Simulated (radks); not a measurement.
All-electron atom: the iron ion Fe4+ in [Ar] 3d4 (the NIST ground configuration). Method: Dirac Kohn-Sham, HCTH/407, spin-unpolarised, spherical densities, finite nucleus; open shells are shared between the two j in proportion to 2j + 1; Fermi nuclear charge, rms radius 3.7377 fm; computed with a radial shooting solver on a logarithmic mesh with Libxc functionals. Some entries of the table are withheld. Estimate them.

orbital,occ.,eigenvalue (eV),r(max) (bohr),<r> (bohr)
1s1/2,2,-7054.989,0.03830,0.05850
2s1/2,2,-883.4285,(1),0.2666
2p1/2,2,(2),(3),(4)
2p3/2,4,(5),(6),(7)
3s1/2,2,-153.4733,0.6954,0.7933
3p1/2,2,-120.0733,0.6996,0.8209
3p3/2,4,-118.4290,0.7064,0.8289
3d3/2,1.6,(8),0.6740,(9)
3d5/2,2.4,(10),0.6760,(11)

Answer. 
(1) 2s1/2 r(max) (bohr): 0.2225
(2) 2p1/2 eigenvalue (eV): -771.3039
(3) 2p1/2 r(max) (bohr): 0.1781
(4) 2p1/2 <r> (bohr): 0.2332
(5) 2p3/2 eigenvalue (eV): -758.8119
(6) 2p3/2 r(max) (bohr): 0.1806
(7) 2p3/2 <r> (bohr): 0.2362
(8) 3d3/2 eigenvalue (eV): -64.2985
(9) 3d3/2 <r> (bohr): 0.9115
(10) 3d5/2 eigenvalue (eV): -64.0958
(11) 3d5/2 <r> (bohr): 0.9142
